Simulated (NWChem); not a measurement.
System: C4H6Si; SMILES [SiH3]C(C#C)=C

NWChem input:

```
start job
memory heap 200 mb stack 900 mb global 1100 mb
geometry units angstroms noautoz
  C      0.830737     2.389066     0.000000
  C      0.189526     1.360728     0.000000
  C     -0.483293     0.101958     0.000000
  C     -1.829332     0.016273     0.000000
  Si     0.597501    -1.448084     0.000000
  H      1.368549     3.309541     0.000000
  H     -2.460970     0.902039     0.000000
  H     -2.335943    -0.944847     0.000000
  H      1.467749    -1.476445    -1.205070
  H      1.467749    -1.476445     1.205070
  H     -0.290178    -2.642004     0.000000
end
basis spherical
  * library cc-pvtz
end
dft
  xc hfexch
  iterations 150
  semidirect filesize 400000000
  mulliken
end
task dft energy
```

Coordinates come from a B3LYP/6-31G* (spherical d) optimisation.

**Question.** Predict the main results of this run. (Hartree-Fock/cc-pVTZ.) Quantities: basis functions; energy (Ha); highest occupied level (eV); orbital gap (eV); dipole (D).

**Answer.** 
```json
{
  "number_of_basis_functions": "238",
  "energy (Ha)": "-443.87",
  "highest occupied level (eV)": "-9.43",
  "orbital gap (eV)": "11.96",
  "dipole (D)": "0.72"
}
```
